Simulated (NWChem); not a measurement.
Species: C$_{3}$H$_{5}$NOSi; SMILES N#C[C@@H]([SiH3])C=O

```xyz
11

N      0.9050    -2.5355     0.1331
C      0.6047    -1.4462    -0.1385
C      0.2171    -0.0731    -0.4277
Si    -1.6404     0.2051     0.0690
C      1.0841     0.9520     0.3015
O      1.1969     2.0945    -0.0733
H      0.2764     0.1284    -1.5046
H     -2.4522    -0.8435    -0.5908
H     -1.7502     0.1020     1.5434
H     -2.0312     1.5558    -0.3945
H      1.5777     0.5821     1.2237
```
Atoms are numbered in this order, from 1.

Results from NWChem. The geometry was optimised at B3LYP/6-31G* (spherical d). Hybrids' shares of exact exchange are those that their runs print; pure functionals count as 0. The functionals differ in more than this share.

```
row               share of exact exchange  orbital gap (eV)
----------------  -----------------------  ----------------
PBE/def2-TZVP                        0.00              3.84
TPSSh/def2-TZVP                      0.10              5.19
B3LYP/def2-TZVP                      0.20          withheld
PBE0/def2-TZVP                       0.25              6.54
PW6B95/def2-TZVP                     0.28              6.77
```

Question: Fit a straight line of the last column on the one before it, predict the withheld value, and compare with the run.

Answer: 
1. Means of the 4 shown rows: x = 0.158, y = 5.585. Slope Σ(x − x̄)(y − ȳ)/Σ(x − x̄)² = 0.5311/0.05168 = 10.28; intercept 3.966.
2. The shown rows scatter about the line by 0.122 (root mean square); the largest residual is +0.20, at TPSSh/def2-TZVP.
3. At x = 0.20 (B3LYP/def2-TZVP; inside the shown range) the line gives 6.02.
4. The run gives 6.04, +0.02 from the line, 0.2 times the scatter.
